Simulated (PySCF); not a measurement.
Isomers of C5H9NOSi, mass 127.045 u with the commonest isotopes. Theory: CAM-B3LYP/def2-SVPD in PySCF (dipole) on a GFN2-xTB geometry, gas phase. One conformer each, none proved a minimum here; rigid rotors.

Question: Order these by rotational constant C, largest first.
A. `[CH3:1][CH2:2][O:3][SiH2:4]/[CH:5]=[CH:6]/[C:7]#[N:8]` with C1–C2–O3–Si4 180°, C2–O3–Si4–C5 180°, O3–Si4–C5–C6 0°
B. `[CH2:1]=[CH:2][C@H:3]([CH3:4])[O:5][SiH2:6][C:7]#[N:8]` with C1–C2–C3–C4 -119°, C2–C3–O5–Si6 -50°, C3–O5–Si6–C7 62°
C. `[CH3:1][SiH2:2][c:3]1[cH:4][cH:5][c:6]([NH2:7])[o:8]1` with C1–Si2–C3–C4 128°
D. `[CH3:1][C@@H:2]1[CH2:3][C@H:4]([C:5]#[N:6])[O:7][SiH2:8]1` with C1–C2–C3–C4 -160°, C2–C3–C4–C5 157°, C3–C4–O7–Si8 -19°, C4–O7–Si8–C2 -3°

Answer: D (957.0 MHz), B (925.4 MHz), C (851.4 MHz), A (602.0 MHz).

Question: Order these by dipole moment, largest first.
A. `[CH3:1][CH2:2][O:3][SiH2:4]/[CH:5]=[CH:6]/[C:7]#[N:8]` with C1–C2–O3–Si4 180°, C2–O3–Si4–C5 180°, O3–Si4–C5–C6 0°
B. `[CH3:1][SiH2:2][c:3]1[cH:4][cH:5][c:6]([NH2:7])[o:8]1` with C1–Si2–C3–C4 128°
C. `[CH3:1][C@@H:2]1[CH2:3][C@H:4]([C:5]#[N:6])[O:7][SiH2:8]1` with C1–C2–C3–C4 -160°, C2–C3–C4–C5 157°, C3–C4–O7–Si8 -19°, C4–O7–Si8–C2 -3°
D. `[CH2:1]=[CH:2][C@H:3]([CH3:4])[O:5][SiH2:6][C:7]#[N:8]` with C1–C2–C3–C4 -119°, C2–C3–O5–Si6 -50°, C3–O5–Si6–C7 62°

Answer: A (5.38 D), C (4.98 D), D (3.52 D), B (2.19 D).

Question: Order these by radius of gyration √(Σ m r²/M), smallest first.
A. `[CH3:1][CH2:2][O:3][SiH2:4]/[CH:5]=[CH:6]/[C:7]#[N:8]` with C1–C2–O3–Si4 180°, C2–O3–Si4–C5 180°, O3–Si4–C5–C6 0°
B. `[CH3:1][C@@H:2]1[CH2:3][C@H:4]([C:5]#[N:6])[O:7][SiH2:8]1` with C1–C2–C3–C4 -160°, C2–C3–C4–C5 157°, C3–C4–O7–Si8 -19°, C4–O7–Si8–C2 -3°
C. `[CH3:1][SiH2:2][c:3]1[cH:4][cH:5][c:6]([NH2:7])[o:8]1` with C1–Si2–C3–C4 128°
D. `[CH2:1]=[CH:2][C@H:3]([CH3:4])[O:5][SiH2:6][C:7]#[N:8]` with C1–C2–C3–C4 -119°, C2–C3–O5–Si6 -50°, C3–O5–Si6–C7 62°

Answer: B (2.086 Å), D (2.143 Å), C (2.198 Å), A (2.580 Å).

| SMILES | point group | Ia (u·Å²) | Ib (u·Å²) | Ic (u·Å²) | κ | μa (D) | μb (D) | μc (D) |
| --- | --- | --- | --- | --- | --- | --- | --- | --- |
| C[SiH2]c1ccc(N)o1 | C1 | 135.33 | 498.60 | 593.57 | -0.89 | 1.45 | 0.92 | 1.36 |
| CCO[SiH2]/C=C/C#N | Cs | 160.70 | 690.86 | 839.47 | -0.90 | 5.21 | 1.31 | 0.00 |
| C[C@@H]1C[C@H](C#N)O[SiH2]1 | C1 | 160.53 | 416.97 | 528.08 | -0.77 | 4.62 | 0.83 | 1.65 |
| C=C[C@H](C)O[SiH2]C#N | C1 | 222.25 | 399.02 | 546.10 | -0.49 | 2.75 | 1.48 | 1.61 |
